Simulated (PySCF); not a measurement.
C2H8InNO, SMILES C[CH2][In]([NH2])[OH].

Geometry optimised at B3LYP-D3(BJ)/def2-SVP. The def2 effective core potentials stand for the cores of In; spin–orbit coupling is left out. The values are those of a single conformer.

Two levels are set side by side: PBE/def2-TZVP (PySCF) and HF/def2-TZVP (PySCF). Same geometry, gas phase. Differences are taken from unrounded values.

```tsv
quantity	HF
orbital gap (eV)	11.74
highest occupied level (eV)	-10.11
lowest empty level (eV)	1.62
dipole moment (D)	2.54
mean polarisability (bohr³)	65.7
```

What does PBE give, and how far is it from HF? (Estimate from the structure and the level; the computed values follow.)


```csv
quantity,PBE,PBE minus HF
orbital gap (eV),3.97,-7.76
highest occupied level (eV),-5.58,4.54
lowest empty level (eV),-1.60,-3.23
dipole moment (D),2.12,-0.42
mean polarisability (bohr³),77.4,11.7
```

Without exact exchange PBE keeps part of each electron's self-repulsion, which lifts occupied levels and narrows the gap. Loosely held outer electrons make PBE densities more polarisable. Differences between two approximate levels are no errors against the true value.

Rough cost on one machine, each run with all the roots and properties that it gave: HF against PBE about 1/3.
